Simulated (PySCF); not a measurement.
An unknown gives this computed stick spectrum. The calculation used TDDFT CAM-B3LYP/def2-SVPD, vertical, gas phase, core orbitals frozen in the response in PySCF 2.14.0, density-fitted response routines. Geometries: PBE0-D3(BJ)/def2-SVP, one conformer each.

```csv
state,E (eV),λ (nm),f
S1,4.01,309.0,0.0004
S2,5.29,234.2,0.604
S3,5.81,213.5,0.0004
S4,6.86,180.9,0.0068
S5,7.01,176.8,0.0018
S6,7.24,171.3,0.041
```

Orbital energies (eV): HOMO-3 -11.72, HOMO-2 -11.43, HOMO-1 -9.63, HOMO -9.03, LUMO -1.47, LUMO+1 0.69, LUMO+2 1.00.

Task: Which candidate is it?
A. `C=C=C=C[C@@H](F)C#N`
B. `CC(C)CC(F)F`
C. `CC(C)(C)C(F)F`

Result: A. Its S1, at 4.01 eV, is the lowest among the candidates; the nearest of the others has S1 at 8.97 eV. S1 is HOMO-1→LUMO (98%). Löwdin shares by element: HOMO carbon 86% or more; LUMO carbon 78% or more (atoms not listed hold the other 22%). At the same level the other candidates give, for their lowest levels:
- `CC(C)(C)C(F)F`: 8.97 eV (f 0.069); 9.43 eV (f 0.059); 9.46 eV (f 0.083); 9.74 eV (f 0.001); 9.79 eV (f 0.059); T1 8.71 eV; HOMO -10.59, LUMO 1.22 eV
- `CC(C)CC(F)F`: 9.05 eV (f 0.015); 9.14 eV (f 0.022); 9.42 eV (f 0.071); 9.47 eV (f 0.043); 9.79 eV (f 0.023); HOMO -10.69, LUMO 1.24 eV

The values belong to the conformer `[CH2:1]=[C:2]=[C:3]=[CH:4][C@@H:5]([F:6])[C:7]#[N:8]`: C3–C4–C5–F6 122°.
Triplets come from the Tamm–Dancoff approximation.
